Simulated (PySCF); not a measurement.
Delta-SCF ions had no search for a lower state. Excitations are Tamm–Dancoff values on a coarser integration grid. The basis has no diffuse functions, so Rydberg states are missing or too high.

Cartesian coordinates (Å):
```xyz
11

C      1.8940    -0.3027    -0.1129
Al     0.0720     0.3341     0.0990
C     -1.5233    -0.7114    -0.2810
S     -0.1630     2.3919     0.8139
H      2.6311     0.3822     0.3073
H      2.0315    -1.2779     0.3602
H      2.1341    -0.4345    -1.1715
H     -2.1167    -0.8623     0.6242
H     -1.2855    -1.6958    -0.6868
H     -2.1712    -0.2027    -0.9983
H     -1.5029     2.3790     0.7835
```
Charge 0, spin multiplicity 1.

Problem. What S1–T1 gap (TDA), S1 oscillator strength, HOMO–LUMO gap, HOMO, LUMO, S1 excitation (TDA), vertical ionisation energy (Delta-SCF) and total energy does TPSSh-D3(BJ)/def2-TZVP // CAM-B3LYP-D3(BJ)/def2-TZVP (PySCF) give?

Solution. 
- S1–T1 gap (TDA) = 0.85 eV
- S1 oscillator strength = 0.005
- HOMO–LUMO gap = 6.08 eV
- HOMO = -6.83 eV
- LUMO = -0.76 eV
- S1 excitation (TDA) = 5.94 eV
- vertical ionisation energy (Delta-SCF) = 9.43 eV
- total energy = -721.2110 Ha
